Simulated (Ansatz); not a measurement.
Molecule: sum formula HSiOBr2, net charge 0, doublet state. It need not be the lowest isomer of its formula. 
Structure (B3LYP-D3(BJ)/def2-TZVP (Ansatz, a first-principles code) minimum search):
```xyz
5

Si    -0.5873    -0.6040     0.2221
Br    -0.3703     1.4003     1.2373
Br     1.1259    -1.0182    -1.1540
O     -1.9405    -0.6028    -0.7035
H     -2.6993    -0.0956    -0.3950
```
Charge 0, spin multiplicity 2.

Parts of the frozen-core correlation energy in def2-SVP (Ansatz, hartree). Frozen orbitals: 34; correlated occupied orbitals by spin: 13 and 12; virtual: 54 and 55. UHF or UKS for open shells. Spin-orbit coupling is left out. Non-relativistic.

```csv
term,value
reference (HF),-5508.53177
MP2 opposite-spin,(withheld)
MP2 same-spin,-0.13560
CCSD correlation,(withheld)
(T),(withheld)
T1 diagnostic,0.014
largest doubles amplitude,0.024
<S^2> of the reference,0.757
```

Problem. Fill in the missing entries.

Solution. 
- MP2 opposite-spin, value: -0.36127
- CCSD correlation, value: -0.52638
- (T), value: -0.01345
